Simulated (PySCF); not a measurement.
J couplings in C₆H₈FN

Geometry:
```
atom   x (Å)   y (Å)   z (Å)
  N1   2.910  -0.785   1.086
  C2   1.921  -1.703   0.548
  C3   0.629  -1.103   0.193
  C4  -0.414  -0.542  -0.073
  C5  -1.656   0.114  -0.377
  C6  -1.705   1.223  -1.420
  C7  -1.854   1.553   0.017
  F8  -0.833   2.186   0.633
  H9   3.083  -0.041   0.412
 H10   2.527  -0.322   1.909
 H11   1.751  -2.510   1.282
 H12   2.347  -2.202  -0.339
 H13  -2.545  -0.522  -0.302
 H14  -0.748   1.491  -1.873
 H15  -2.574   1.285  -2.078
 H16  -2.827   1.854   0.418
```

Indirect spin–spin couplings were computed at B3LYP/pcJ-1 (spin–dipole term only in couplings to heteroatoms) (PySCF 2.14.0 with density-fitted response routines) on a PBE0-D3(BJ)/def2-SVP structure, for the isolated molecule, without vibrational or relativistic corrections. Couplings are averaged over pairs made equivalent by symmetry, fast rotation or ring inversion, so a value needn't be that of the named pair in this geometry, while other rotamers aren't included; one pair stands for each set, and the list holds a selection of those of at least 0.8 Hz over up to four bonds. One-bond C–F couplings come out tens of Hz too large with common functionals.

Isotopes: ¹³C, ¹⁹F, ¹H, ¹⁵N.

```tsv
pair	bonds	J (Hz)
N1, H9	1	-64.2
C2, C3	1	?
C2, H11	1	?
C2, H12	1	144.7
C3, C4	1	?
C4, C5	1	101.3
C5, C6	1	12.7
C5, C7	1	15.5
C5, H13	1	172.3
C6, C7	1	20.5
C6, H14	1	171.4
C6, H15	1	171.9
C7, F8	1	-296.7
C7, H16	1	203.1
C3, C5	2	?
C3, H11	2	?
C4, C6	2	?
C6, F8	2	7.3
C6, H13	2	-2.7
C7, H14	2	-4.7
C2, C5	3	1.6
C4, F8	3	6.3
C4, H14	3	9.2
C4, H16	3	?
H13, H16	3	6.9
C5, H12	4	?
```

Estimate the withheld couplings, with signs.

Results:


- ¹J(C2,C3) = 71.2 Hz (bond length 1.468 Å)
- ¹J(C2,H11) = 144.2 Hz (bond length 1.104 Å, sp3 carbon)
- ¹J(C3,C4) = 196.1 Hz (bond length 1.214 Å)
- ²J(C3,C5) = 14.0 Hz (angle at C4 179°)
- ²J(C3,H11) = -7.3 Hz (angle at C2 109°)
- ²J(C4,C6) = -3.1 Hz (angle at C5 120°)
- ³J(C4,H16) = 1.2 Hz (dihedral angle 139°)
- ⁴J(C5,H12) = -1.8 Hz
